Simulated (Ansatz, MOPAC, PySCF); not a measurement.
Spectroscopic constants of BO+, closed-shell singlet (lowest of 2S+1 = 1, 3, 5 at CCSD(T)/def2-TZVPP on PBE0 minima; our sources give no spin for the ground state, which may be another). The T1 diagnostic near the minimum is 0.051, so single-reference values are doubtful.

Constants: fifth-degree fit in 1/R to seven points, most abundant isotopes. In def2 and cc sets the state is the lowest found near the PBE0 minimum, followed along R. The singlet is held restricted. HF and MP2 rows in def2 and cc sets belong to the determinant that coupled cluster picked by its CCSD energy.

Cores are frozen in the correlated methods. CBS: X⁻³ extrapolation of the correlation energy, Hartree–Fock from the larger set. Rows in 6-31G* carry no dispersion term and start afresh at each structure (6-31G* with six Cartesian d functions). The state that PM3 reach isn't checked.

The values were computed with Ansatz (an electronic-structure program); MOPAC for PM3 (differences of heats of formation); PySCF for 6-31G* rows. Values without a source in brackets are computed.

```tsv
level	r_e (Å)	ω_e (cm⁻¹)	ω_e x_e (cm⁻¹)
PM3	1.168	2083	21
HF/6-31G*	1.160	2218	15
HF/aug-cc-pVQZ	1.151	[?]	14
B3LYP/def2-TZVPP	1.188	1942	13
wB97M-V/def2-TZVPP	1.185	1976	13
SCS-MP2/aug-cc-pVQZ	1.216	1689	5.9
CCSD(T)/aug-cc-pV5Z	1.207	1800	12
CCSD(T)/CBS(aug-cc-pVQZ, aug-cc-pV5Z)	[?]	[?]	12
```

Question: What belongs in the gaps?

Answer: 
- CCSD(T)/CBS(aug-cc-pVQZ, aug-cc-pV5Z), r_e (Å): 1.205
- CCSD(T)/CBS(aug-cc-pVQZ, aug-cc-pV5Z), ω_e (cm⁻¹): 1805
- HF/aug-cc-pVQZ, ω_e (cm⁻¹): 2223

Doubts at one or more of the structures used: T1 above 0.05 (CCSD(T)/CBS(aug-cc-pVQZ, aug-cc-pV5Z)).
